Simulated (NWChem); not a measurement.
Molecule: C3H5F; SMILES C=C(C)F

All runs: NWChem. Structure relaxed at the PBE0/def2-SVP level. Ions are spin-unrestricted doublets at the neutral geometry; other ion states weren't tried.

Task: Predict the results for PBE0/def2-SVP. Quantities: vertical ionisation energy, ΔSCF (eV); −ε(HOMO) (eV).

Result: 
| Quantity | Result |
|---|---|
| vertical ionisation energy, ΔSCF (eV) | 9.65 |
| −ε(HOMO) (eV) | 7.18 |
